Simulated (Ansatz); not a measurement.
Consider the hydrogenolysis of a C–F bond: `O[SiH](I)CF` + H₂ → `C[SiH](O)I` + H–F.

Calculated with Ansatz (gas phase, PBE0-D4/def2-TZVP geometries, no zero-point term in ΔE). CBS: MP2 limit from def2 TZ/QZ plus the TZ coupled-cluster correction, frozen cores. This one scheme is used for every species. Functionals use def2-TZVPP. B3LYP here is the variant with VWN-RPA as its local correlation; programs differ in this. def2 core potentials past Kr. For I outer-core shells are correlated without core-valence functions, which leaves a few kJ/mol of doubt a bond. Each species was taken in one conformer, which may not be the lowest.

`O[SiH](I)CF`:

```xyz
9

O    -0.365    1.064    1.534
Si    0.299   -0.162    0.686
I    -0.797   -2.300    1.172
C     0.111    0.017   -1.182
F     0.706    1.194   -1.618
H    -1.309    1.217    1.469
H     1.712   -0.230    1.106
H    -0.945    0.029   -1.474
H     0.587   -0.828   -1.692
```

H₂:

```xyz
2

H    -0.230    0.248    0.157
H     0.230   -0.248   -0.157
```

`C[SiH](O)I`:

```xyz
9

C    -1.142    0.411   -0.052
Si    0.435   -0.540    0.164
O     1.632    0.333    0.864
I     1.161   -1.305   -2.058
H    -1.916   -0.230   -0.479
H    -1.487    0.780    0.918
H    -1.000    1.264   -0.720
H     0.264   -1.736    1.015
H     2.053    1.023    0.349
```

H–F:

```xyz
2

F    -0.455   -0.045    0.050
H     0.455    0.045   -0.050
```

(1) Is it downhill or uphill in electronic energy at CCSD(T)/CBS, and by how much? (An estimate is asked.)

(2) What do these levels give: B3LYP-D4, r2SCAN, B3LYP, HF/def2-TZVPP, HF/def2-QZVPP, MP2/CBS(def2)? (An estimate is asked.)

Largest T1 diagnostic among the species: 0.010.

Results:

(1) The calculation gave: Downhill: ΔE = -144.1 kJ/mol.

(2) Computed: B3LYP-D4 -128.9, r2SCAN -131.4, B3LYP -130.7, HF/def2-TZVPP -140.4, HF/def2-QZVPP -140.5, MP2/CBS(def2) -151.9 kJ/mol.

From PBE to PBE0 (25 % exact exchange), in def2-TZVPP and without D4, ΔE moves by −9.7 kJ/mol.
